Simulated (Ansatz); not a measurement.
Relaxation of C₂H₈B₂O (13 atoms, charge 0, multiplicity 1), to a largest force component of 0.02 eV/Å in at most 50 steps.

All numbers below come from RKS PBE/def2-SVP (Ansatz 0.2.0).

```xyz
13
Properties=species:S:1:pos:R:3:forces:R:3
B -0.999 2.281 1.037 -1.51 0.85 0.03
B -1.144 0.855 0.260 1.71 -0.27 0.17
C 0.138 -0.007 0.009 -0.72 2.84 3.06
O -0.108 -1.191 -0.645 -1.94 -1.79 -2.47
C 0.980 -1.982 -0.872 4.36 -1.77 -0.42
H -0.004 2.751 1.396 1.46 0.60 0.62
H -2.000 2.966 1.202 0.06 0.08 0.07
H -2.153 0.479 -0.113 -1.96 -1.03 -0.70
H 0.878 0.614 -0.550 0.07 -0.55 -0.32
H 0.624 -0.224 1.041 -0.06 -0.14 -1.00
H 0.678 -2.909 -1.356 -0.37 -0.52 -0.23
H 1.725 -1.431 -1.487 0.02 0.01 0.18
H -0.807 -1.879 -0.781 -1.11 1.69 0.99
```

Task: Where does it end, and by what steps?

Result: The forces met the threshold. After 13 steps the energy has fallen by 1.775 eV; H6 moved furthest, 1.09 Å.

```
step  energy less start (eV)  largest force component (eV/Å)  accepted
   0                  0.0000                           4.359       yes
   1                 -0.8725                           2.154       yes
   2                 -1.3117                           1.500       yes
   3                 -1.5348                           1.090       yes
   4                 -1.6703                           0.621       yes
   5                 -1.7122                           0.625       yes
   6                 -1.7577                           0.225       yes
   7                 -1.7623                           0.224       yes
   8                 -1.7572                           0.644        no
   9                 -1.7730                           0.147       yes
  10                 -1.7690                           0.125        no
  11                 -1.7748                           0.055       yes
  12                 -1.7742                           0.121        no
  13                 -1.7753                           0.015       yes
```

```xyz
13
Properties=species:S:1:pos:R:3
B -1.132 2.287 1.155
B -1.041 0.840 0.364
C 0.219 0.182 -0.268
O -0.076 -1.037 -1.056
C 1.076 -2.075 -0.727
H -0.637 2.498 2.252
H -1.750 3.222 0.667
H -2.058 0.139 0.343
H 0.868 0.803 -0.914
H 0.898 -0.241 0.542
H 0.574 -3.042 -0.969
H 1.781 -1.863 -1.563
H -0.913 -1.391 -0.685
```

The run took 39 s on 2 threads of Arm Neoverse V1, on a shared host, peak memory 0.14 GiB.
